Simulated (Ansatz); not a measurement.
Cartesian coordinates (Å):
SMILES: C#CCS
```xyz
8

C      1.8517     0.1340    -0.4414
C      0.7338    -0.1825    -0.1414
C     -0.6217    -0.5499     0.2003
S     -1.5964     0.8154     0.9108
H      2.8451     0.4139    -0.7010
H     -0.6240    -1.3242     0.9716
H     -1.1412    -0.9566    -0.6695
H     -1.4473     1.6499    -0.1294
```
Charge 0, spin multiplicity 1.

These are frozen-core CCSD(T)/cc-pVTZ // PBE0-D3(BJ)/def2-TZVP run with Ansatz (a first-principles code) values and carry that method's errors.

- HF energy = -513.44847 Ha
- MP2 correlation energy = -0.65068 Ha

Q: Estimate the CCSD correlation energy, the (T) correction, the total energy and the T1 diagnostic.

A: 
The CCSD correlation energy is -0.68407 Ha and the (T) correction is -0.03349 Ha. The CCSD(T) total energy comes out as -514.16603 Ha and the T1 diagnostic is 0.011.
